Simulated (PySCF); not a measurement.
Si(F)(NH2)3 (FH6N3Si), SMILES N[Si](N)(N)F.

Geometry optimised at PBE0-D3(BJ)/def2-SVP. The values are those of a single conformer.

Level of theory: SMD-M06-2X/def2-SVP (PySCF).

Solvation free energies are E(SMD) − E(gas) at the gas-phase geometry, for 1 M in both phases. In vacuum the dipole moment is 2.43 D.

```json
[
 {"solvent": "water", "ΔG(solv) (kcal/mol)": "-4.8", "its non-electrostatic (CDS) part": "4.9", "dipole (D)": "2.93"},
 {"solvent": "acetonitrile", "ΔG(solv) (kcal/mol)": "-6.7", "its non-electrostatic (CDS) part": "2.8", "dipole (D)": "2.91"},
 {"solvent": "N,N-dimethylformamide", "ΔG(solv) (kcal/mol)": "(withheld)", "its non-electrostatic (CDS) part": "(withheld)", "dipole (D)": "(withheld)"}
]
```

**Question.** Fill in the missing entries. (The exact figures need the calculation; the answer reports its results.)

**Answer.** 
- N,N-dimethylformamide, ΔG(solv) (kcal/mol): -6.2
- N,N-dimethylformamide, its non-electrostatic (CDS) part: 3.2
- N,N-dimethylformamide, dipole (D): 2.91
